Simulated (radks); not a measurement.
Species: Al2+. Configuration: [Ne] 3s1.

Method: non-relativistic Kohn-Sham, PBE, spin-unpolarised, spherical densities, point nucleus; computed with a radial shooting solver on a logarithmic mesh with Libxc functionals.

Energy parts (hartree):
| part | energy |
|---|---|
| total | -241.30759 |
| kinetic | 240.94984 |
| electron-nucleus | -568.25526 |
| Hartree | 103.93354 |
| exchange-correlation | -17.93571 |

Orbitals (lengths in bohr, moments of r in powers of bohr; r(max) is where P^2 peaks):
orbital  occ.  eigenvalue (hartree)   r(max)      <r^4>    <r^2>
1s          2             -56.18271  0.07869  0.0009904  0.01956
2s          2              -4.71489   0.4977     0.4144   0.4704
2p          6              -3.31782   0.4285     0.4778   0.4587
3s          1              -0.87114    1.914      49.46    5.587

The highest occupied level is 3s at -23.705 eV. The electron density at the nucleus is 1405 e/bohr^3.
